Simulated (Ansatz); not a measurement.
Ansatz results at the PBE0-D4/def2-TZVP geometry: zero-point energy (PBE0-D4/def2-TZVP) 159.8 kJ/mol; LUMO energy (PBE/def2-TZVPP) -0.09 eV; HOMO energy (PBE/def2-TZVPP) -7.91 eV.

Q: Which molecule gave them?
A. `N#C[SiH](C#N)C#N`
B. `C[Si](C)(C)N`
C. `I[Si](I)(I)I`
D. `C[SiH3]`

A: D. The others give `N#C[SiH](C#N)C#N`: 90.6, -3.35, -9.45; `C[Si](C)(C)N`: 358.1, 0.04, -5.54; `I[Si](I)(I)I`: 10.8, -3.32, -6.57.
